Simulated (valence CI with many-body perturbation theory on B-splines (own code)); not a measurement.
Values are calculated unless marked as measured or tabulated.
Sensitivity of CI+MBPT for Bi⁶¹⁺

Level of theory: valence CI with perturbative core correlation (CI+MBPT): four valence electrons over a frozen Dirac-Fock core [Ar], a basis of 6 s, 6 p, 5 d, 5 f, 1 g functions for each j, with the one-electron correlation potential Σ1 (screened to all orders), the two-electron term Σ2, the three-electron term Σ3, Breit, model QED; selected single and double excitations, second order for the rest (own B-spline code, finite nucleus).

No measured spectrum was set against this ion. As an estimate, large intervals hold to a few tenths of a per cent, small ones and those within an open d or f shell to about a per cent. The list stops below the first excitations out of the core. Only levels of the ground parity were solved; by the run's estimate the other parity begins above the list, which can be wrong where configurations are misplaced.

The reference run has the lowest level (3d3/2^4) J=0 and an ionisation energy of 6648.09 eV. Its largest variational space holds 7833 state functions.

Levels are named by their leading jj configuration (3d3/2^4 stands for four electrons in 3d with j = 3/2), which in mixed levels can hold well under half, so a name can repeat and another be missing. Letters in brackets count levels of one name in rising energy.

Changed runs:
A. shift of the energy in Σ1 (hartree) 0 → -35.208; Breit term on → off
B. selection threshold (hartree) 2e-08 → 2e-07
C. highest l with Σ1, explicit Σ2 and valence Breit (higher l get mean screening factors) 3 → 1; orbitals per symmetry with explicit Σ2 and valence Breit (the others get mean screening factors) 5 → 2
D. factor on the speed of light 1 → 0.9 (bad on purpose)

Excitation energies of the reference run in cm⁻¹, and shifts in cm⁻¹:

```tsv
Level	Reference	A	B	C	D
(3d3/2^3 3d5/2) J=1	929701	+191429	-0.1	-8592	+243545
(3d3/2^3 3d5/2) J=4	1036020	+211391	0	+9883	+238705
(3d3/2^3 3d5/2) J=2	1076750	+202349	0	+877	+244885
(3d3/2^3 3d5/2) J=3	1105630	+202853	-0.1	+1337	+243785
(3d3/2^2 3d5/2^2) J=2 [a]	1937210		0	-13920	
(3d3/2^2 3d5/2^2) J=0	1940100		0	-18038	
(3d3/2^2 3d5/2^2) J=4 [a]	1963290		0	-1429	
(3d3/2^2 3d5/2^2) J=3 [a]	1984630		-0.1	-7897	
(3d3/2^2 3d5/2^2) J=5	2011440		+0.7	+7487	
(3d3/2^2 3d5/2^2) J=6	2035110		-0.1	+19006	
(3d3/2^2 3d5/2^2) J=1	2071760		-0.2	-9116	
(3d3/2^2 3d5/2^2) J=3 [b]	2090500		-0.2	-620	
Ionisation energy (eV)	6648.09	+18.92	0	-9.48	+23.63
```

A blank means that the level has no clear partner in that run.
